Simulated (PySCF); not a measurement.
## Ionising RbBi

PBE0; PySCF, scalar-relativistic core potentials, basis sets Rb def2-SVP with ECP28, Bi def2-SVP with ECP60. Neutral (UKS): triplet (π ↑↑), Re = 3.557 Å, ωe = 94.7 cm⁻¹, De = 1.01 eV, HOMO -3.50 eV, LUMO -1.43 eV.

RbBi⁺ (UKS): quartet (σ ↑, π ↑↑), Re = 4.109 Å, ωe = 35.4 cm⁻¹. The energies at the minima are -238.73193 hartree for RbBi and -238.54575 for RbBi⁺.

Q: Work out the adiabatic ionisation energy, without and with harmonic zero-point energies (1 hartree = 27.2114 eV, 1 eV = 8065.5 cm⁻¹), and the change of the bond length.

A: At PBE0: 0.18618 hartree = 5.066 eV between the minima; the zero-point term (35.4 − 94.7)/2 cm⁻¹ = -0.004 eV makes it 5.063 eV. Re changes by +55.2 pm against the neutral. The electron leaves a σ orbital, and the ion is left as a loose complex of an ion and an atom.

Spin–orbit coupling is left out, which matters for elements this heavy, above all for dissociation energies. States were picked by a PBE0 search and need not be the measured ground states.
